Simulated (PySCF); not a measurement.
BaF2, SMILES [F][Ba][F] (connectivity only; charge and spin as stated), charge +1, multiplicity 2. Atoms are numbered in the order given.

```xyz
3

Ba     0.0000     0.0000     0.5151
F      0.0000    -0.9922    -1.6026
F      0.0000     0.9922    -1.6026
```
Charge +1, spin multiplicity 2.

The structure is a stationary point at B3LYP-D3(BJ)/def2-TZVP. The spin state was assumed, not searched. The isomer is the one that the SMILES or the coordinates give; other isomers of the formula were not compared. The def2 effective core potentials stand for the cores of Ba; spin–orbit coupling is left out.

Method: PySCF with PBE/def2-TZVPD.

Mulliken values depend strongly on the basis, most of all with diffuse functions as here. ESP charges are fitted to the potential on shells at 1.4 to 2.0 van der Waals radii. Atomic charges (e):

```
atom  ESP fit  Mulliken  Mulliken spin
----  -------  --------  -------------
Ba1       [?]      1.73          -0.02
F2        [?]     -0.37           0.51
F3        [?]     -0.37           0.51
```

Q: What belongs in the gaps? (The exact figures need the calculation; the answer reports its results.)

A: 
- Ba1, ESP fit: 1.52
- F2, ESP fit: -0.26
- F3, ESP fit: -0.26
